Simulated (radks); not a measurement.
Results of a calculation; reference values are marked as such.
Cr I, 24 electrons, occupied as [Ar] 3d5 4s1. Code: a radial shooting solver on a logarithmic mesh with Libxc functionals. Model: scalar-relativistic Kohn-Sham, LDA (Slater exchange, Perdew-Wang correlation), spin-polarised, spherical densities, finite nucleus; open shells are filled with parallel spins first; Fermi nuclear charge, rms radius 3.6452 fm.

Unscreened Slater integrals over Kohn-Sham orbitals (hartree). They are taken over the spin-up orbitals.

integral      value
F0(3d,3d)   0.65260
F2(3d,3d)   0.28386
F4(3d,3d)   0.17347
F0(3d,4s)   0.34206
G2(3d,4s)  0.057767
F0(3d,3p)   0.76811
F2(3d,3p)   0.34479
G1(3d,3p)   0.42705
G3(3d,3p)   0.25426
F0(3d,3s)   0.78797
G2(3d,3s)   0.31840
F0(4s,4s)   0.27455
F0(4s,3p)   0.35815
G1(4s,3p)  0.019176
F0(4s,3s)   0.35981
G0(4s,3s)  0.013392
F0(3p,3p)   0.93594
F2(3p,3p)   0.46591
F0(3p,3s)   0.96519
G1(3p,3s)   0.63809
F0(3s,3s)   0.99749

Derived for the open shells (J is the average intra-shell exchange parameter used in DFT+U). 3d: Racah B = F2/49 - 5 F4/441 = 0.003826 hartree, C = 35 F4/441 = 0.01377 hartree, C/B = 3.60, F4/F2 = 0.611, J = (F2 + F4)/14 = 0.03267 hartree.
